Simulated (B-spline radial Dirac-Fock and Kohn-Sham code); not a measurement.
## Kohn-Sham estimates against Dirac-Fock for the levels of Eu³⁷⁺

System: europium as Eu³⁷⁺ in the configuration [Ar] 3d8.

The density-functional columns are spherical, spin-unpolarised Dirac-Kohn-Sham results without Breit or QED terms: −ε is minus the orbital energy of the initial state and ΔSCF the difference of two total energies. The reference in the last column comes from multi-electron Dirac-Fock with separately optimised hole states, Breit and Lamb-shift corrections added in first order. All numbers are from a B-spline atomic structure program, in eV; a selection of levels is shown. For the 1s level of heavy atoms much of the gap between ΔSCF and the reference is the Breit and QED part, -204.9 eV here; for other levels the error of the functional can be larger.

```
level   LDA −ε  LDA ΔSCF  Dirac-Fock
   1s  49971.6   50451.1     50257.2
   2s   9584.5    9694.1      9746.2
2p1/2   9192.9    9325.1      9317.3
2p3/2   8541.0    8662.8      8671.9
   3s   3263.7    3310.6      3344.5
3p1/2   3099.5    3148.6      3163.3
3p3/2   2955.9    3002.9      3019.5
   3d   2662.6    2715.3      2713.9
```

Values without a named source are computed, but for edge energies of neutral atoms, which are taken from tables.
